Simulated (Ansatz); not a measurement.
One change: `CC(=N)CBr` becomes `C[C](=N)[GeH2][OH]`.

Ansatz, PBE0-D4/def2-TZVP geometries, multiplicity 1. Each molecule was computed in one conformer, which needn't be the lowest.

Scalar relativity is left out up to krypton.

```tsv
property	`CC(=N)CBr`
HOMO–LUMO gap (PBE0/def2-TZVPP) / eV	6.84
LUMO energy (PBE/def2-TZVPP) / eV	-1.97
size of the dipole moment (PBE/def2-TZVPP) / D	2.41
LUMO energy (B3LYP/def2-TZVPP) / eV	-1.16
size of the dipole moment (ωB97M-V/def2-TZVPP) / D	2.49
LUMO energy (ωB97M-V/def2-TZVPP) / eV	1.25
```

Problem. What does the change do to each property? (Best estimate.)

Solution. Ansatz gave: 
```json
{"property": "HOMO–LUMO gap (PBE0/def2-TZVPP) / eV", "`C[C](=N)[GeH2][OH]`": "6.59", "shift": "-0.25"}
{"property": "LUMO energy (PBE/def2-TZVPP) / eV", "`C[C](=N)[GeH2][OH]`": "-1.54", "shift": "0.43"}
{"property": "size of the dipole moment (PBE/def2-TZVPP) / D", "`C[C](=N)[GeH2][OH]`": "2.58", "shift": "0.17"}
{"property": "LUMO energy (B3LYP/def2-TZVPP) / eV", "`C[C](=N)[GeH2][OH]`": "-0.70", "shift": "0.46"}
{"property": "size of the dipole moment (ωB97M-V/def2-TZVPP) / D", "`C[C](=N)[GeH2][OH]`": "2.91", "shift": "0.42"}
{"property": "LUMO energy (ωB97M-V/def2-TZVPP) / eV", "`C[C](=N)[GeH2][OH]`": "1.62", "shift": "0.37"}
```

With PBE0 the HOMO rises by 0.72 eV and the LUMO rises by 0.47 eV, so the gap narrows by about 0.25 eV. PBE moves the HOMO by 0.58 eV and ωB97M-V by 0.80 eV. Dipoles are sizes alone; their direction can turn.

B3LYP here is the variant with VWN-RPA as its local correlation; programs differ in this.

Spin–orbit coupling is left out; it splits and shifts lone-pair levels of the heavy atoms by tenths of an eV.
